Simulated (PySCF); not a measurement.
## Gas-phase XPS of `O=[C](O)[GeH2][CH2]Cl`, computed

Compound: C2H5ClGeO2.
Structure used (PBE0-D3(BJ)/def2-SVP), in Å, numbered top down from 1:
```
atom  x, y, z in Å
O1     1.5156   -0.7105   -1.3276
C2     1.3987   -0.1045   -0.2962
O3     2.3487   -0.0647    0.6415
Ge4   -0.2520    0.9122    0.1472
C5    -1.6746   -0.4063   -0.1251
Cl6   -1.4876   -1.7300    1.0612
H7     3.0903   -0.6060    0.3156
H8    -0.3764    2.0522   -0.8794
H9    -0.2594    1.4416    1.5860
H10   -2.6768    0.0270   -0.0057
H11   -1.5884   -0.8377   -1.1320
```

Method used: delta-SCF UKS SCAN, pcX-2 on the ionised atom, pcseg-1 elsewhere, spin-free X2C (PySCF). Each binding energy is the total energy of the core-ionised species, with the hole localised on one atom, minus that of the ground state; both are solved self-consistently, so orbital relaxation is included.

Task: What binding energy does each computed site have?

Result: 
```csv
atom(s),bonded to,level,binding energy (eV),2p1/2 (eV),above the level's lowest (eV),count
Cl6,C,Cl 1s,2828.69,–,0.00,1
O3,C and H,O 1s,540.20,–,+2.12,1
O1,C (double bond),O 1s,538.08,–,0.00,1
C2,"O (double bond), O and Ge",C 1s,294.52,–,+2.47,1
C5,"Cl, 2 H and Ge",C 1s,292.05,–,0.00,1
Cl6,C,Cl 2p3/2,206.07,207.73,0.00,1
```

Lowest listed C 1s: C5, bonded to Cl, 2 H and Ge. Highest, 2.47 eV above it: C2, bonded to O (double bond), O and Ge. Summing the Pauling electronegativity differences to the bonded atoms, each weighted by its formal bond order, gives -0.63 for the lowest site and +2.13 for the highest.

Lowest listed O 1s: O1, bonded to C (double bond). Highest, 2.12 eV above it: O3, bonded to C and H. Summing the Pauling electronegativity differences to the bonded atoms, each weighted by its formal bond order, gives -1.78 for the lowest site and -2.13 for the highest; the largest sum, -1.78, belongs to O1, 2.12 eV below the top. The smallest sum, -2.13, belongs to O3, 2.12 eV above the lowest.

Task: What is the longest wavelength that can ionise O 1s of O3 vertically?

Result: λ = hc/E = 12398.42 eV Å / 540.20 eV = 22.952 Å.

The 2p values add to the ΔSCF energy of one spin-free hole a correction within the shell (spin–orbit coupling, ligand field). 2p1/2 minus 2p3/2 (ligand field included): Cl 1.65 eV. No level of germanium is listed. One conformer (not necessarily the lowest) at the PBE0-D3(BJ)/def2-SVP geometry, without solvent, vibrations or thermal averaging.
